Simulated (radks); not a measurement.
Results of a calculation; reference values are marked as such.
Problem. Code: a radial shooting solver on a logarithmic mesh with Libxc functionals. Model: Dirac Kohn-Sham, PBEsol, spin-unpolarised, spherical densities, finite nucleus; open shells are shared between the two j in proportion to 2j + 1; Fermi nuclear charge, rms radius of each element as measured or else 0.836 A^(1/3) + 0.57 fm. Each species is in its NIST ground configuration. Rank Zr+, Pd+, Cd+, Ag+, Ru+, Nb+, Rh+, Tc+, Mo+ by radius at which the density is 0.001 e/bohr^3 (bohr), largest first.

Solution. Zr+ 4.48, Tc+ 4.21, Nb+ 4.08, Mo+ 4.00, Cd+ 3.85, Ru+ 3.82, Rh+ 3.74, Pd+ 3.66, Ag+ 3.58.
